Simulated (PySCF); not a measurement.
**Relaxation of doublet RuH₄⁻**

All numbers come from UPBE0 in PySCF with Ru def2-TZVPD with ECP28, H def2-TZVPD; scalar-relativistic core potentials, no spin–orbit coupling; density-fitted integrals. A (50,194) grid was used.

A start displaced from a saddle point along its imaginary mode, with no symmetry imposed:

```xyz
5
charge -1 multiplicity 2, angstrom
Ru    0.0026   -0.0026    0.0000
H     1.0141    0.0931    1.3034
H    -1.0886    0.0931    1.1717
H    -0.0931    1.0886   -1.1717
H    -0.0932   -1.0140   -1.3034
```

Problem. What does it relax to?

Solution. It ends at C2 with Ru–H 1.579 Å (×2), Ru–H 1.675 Å (×2); H–Ru–H 87.0° (×2), H–Ru–H 106.1°, H–Ru–H 116.8° (×2), H–Ru–H 141.3° (after a last refinement on a finer grid). No frequency check is given, so it may be a saddle point. Other isomers or separated fragments may lie lower.

Problem. How much energy is released, and in how many steps?

Solution. 1.3 kJ/mol in 8 steps.

Open d and f shells are described by one determinant, and the ground state may have another occupation or spin.
